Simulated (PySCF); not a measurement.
# Correlation energy of S²⁺ (sulfur, charge +2)

[Ne] 3s1 3p3, high-spin 5S determinant (an excited configuration). Computed with PySCF 2.14 in x2c-QZVPPall (9s6p4d2f1g, 70 functions), with the spin-free X2C one-electron Hamiltonian (Gaussian nucleus). Frozen: 1s2; 12 electrons correlated.

| level | correlation energy (mhartree) |
| --- | --- |
| CCSD | -212.16 |
| (T) | -1.52 |
| CCSD(T) | -213.68 |

Diagnostics: T1 = 0.0018, D1 = 0.0037, largest double amplitude 0.050.

Task: Is a single reference adequate?

Result: Yes: T1 lies below 0.03 and no double amplitude reaches 0.07.

This basis was not built for core-valence correlation, so the inner-shell part is incomplete.
